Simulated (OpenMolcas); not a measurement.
# Cu2+: moving the ligands

Cu2+ with 6 ligands (chloride) in octahedral coordination (Oh) at 2.49 Å. A charge of +0.667 e stands 2.8 Å behind each ligand. Ligand basis ANO-RCC-VDZP.

* Program: OpenMolcas
* Method: CASSCF
* Basis: ANO-RCC-VTZP [6s5p3d2f1g]
* Scalar Hamiltonian: DKH2, point nucleus
* Active space: 9 electrons in 5 orbitals (3d)
* State averaging: 2S+1 = 2 even, 5 roots
* Spin-orbit coupling: RASSI with atomic mean-field integrals over the reference wave functions

Runs around this geometry, states (labels of O, the rotations of Oh). Energies in cm-1 above the lowest state or level, χT in cm3 K/mol; 10Dq is the gap between the two states.

```csv
R (Å),Ground state,First state of that spin,10Dq,First gap with spin-orbit (degeneracies),χT at 300 K
2.43,2E,2T2 3558,3558,"2980 (4, 2)",0.752
2.49,2E,2T2 2996,2996,"2452 (4, 2)",0.812
2.58,2E,2T2 2331,2331,"1841 (4, 2)",0.906
```

Taking |10Dq| as R^-n, n = -ln(2331 / 3558) / ln(2.58 / 2.43) = 7.1 between the shortest and longest distance. The point-charge formula for a cubic d site gives n = 5.

An orbital doublet at a regular site is open to a Jahn-Teller distortion, which this geometry leaves out. Ligand-to-metal charge-transfer states are missing. With metal d orbitals alone and no dynamic correlation the field as a rule comes out too small, by tens of per cent, by up to half for chloride and softer ligands, and the orbital part of g and χT, which goes as 1/10Dq, too large. No measured value stands beside these numbers; the geometry is a model, was not optimised and need not be the one that this ion takes.
